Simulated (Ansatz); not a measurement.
System: GeAsH$_{5}$, charge 0, singlet. GeAsH5 (SMILES [GeH3][AsH2]).
B3LYP-D3(BJ)/def2-TZVP minimum from Ansatz (a quantum-chemistry and plane-wave program):
```xyz
7

Ge    -1.1684     0.1105     0.2683
As     1.1952    -0.1020    -0.3334
H     -1.9709    -0.9093    -0.5590
H     -1.6358     1.5289    -0.1036
H     -1.4340    -0.1324     1.7641
H      1.3468    -1.3974     0.4587
H      1.6407     0.7407     0.8581
```
Charge 0, spin multiplicity 1.

Total energies in hartree (Ansatz). Radicals and triplets start from unrestricted determinants; spin-orbit coupling is neglected. Correlated methods leave the cores frozen (noble-gas shells, and filled d and f shells in the p block). No relativity. For partners of very few electrons the exact lower level stands in for a higher one.

| species | HF/cc-pVTZ | CCSD(T)/cc-pVTZ | HF/cc-pVQZ | CCSD(T)/cc-pVQZ | CCSDT(Q)/cc-pVTZ |
|---|---|---|---|---|---|
| 1: GeAsH5 (SMILES [GeH3][AsH2]) | -4312.55659 | -4312.88465 | -4312.56379 | -4312.90916 | -4312.88641 |
| 2: Ge (triplet) | -2075.36107 | -2075.42794 | -2075.36359 | -2075.43284 | -2075.42848 |
| 3: As (quartet) | -2234.23714 | -2234.32576 | -2234.23956 | -2234.33229 | -2234.32641 |
| 4: H (doublet) | -0.49981 | -0.49981 | -0.49995 | -0.49995 | -0.49981 |

Question: Work out the atomisation energy (electronic, to ground-state atoms) in kcal/mol: take Hartree-Fock from cc-pVQZ, extrapolate the CCSD(T) correlation energy as X^-3 (X = 3, 4), and add CCSDT(Q) - CCSD(T) in cc-pVTZ. 1 hartree = 627.51 kcal/mol.

Answer: 
Species 1: correlation (64·(-0.34537) - 27·(-0.32806))/37 = -0.35800; step -0.00176; E1 = -4312.56379 + (-0.35800) + (-0.00176) = -4312.92355
Species 2: correlation (64·(-0.06925) - 27·(-0.06687))/37 = -0.07099; step -0.00054; E2 = -2075.36359 + (-0.07099) + (-0.00054) = -2075.43512
Species 3: correlation (64·(-0.09273) - 27·(-0.08862))/37 = -0.09573; step -0.00065; E3 = -2234.23956 + (-0.09573) + (-0.00065) = -2234.33594
Species 4: correlation (64·(0.00000) - 27·(0.00000))/37 = 0.00000; step +0.00000; E4 = -0.49995 + (0.00000) + (+0.00000) = -0.49995
-1·E1 +1·E2 +1·E3 +5·E4 = 0.65274 hartree = 409.6 kcal/mol.
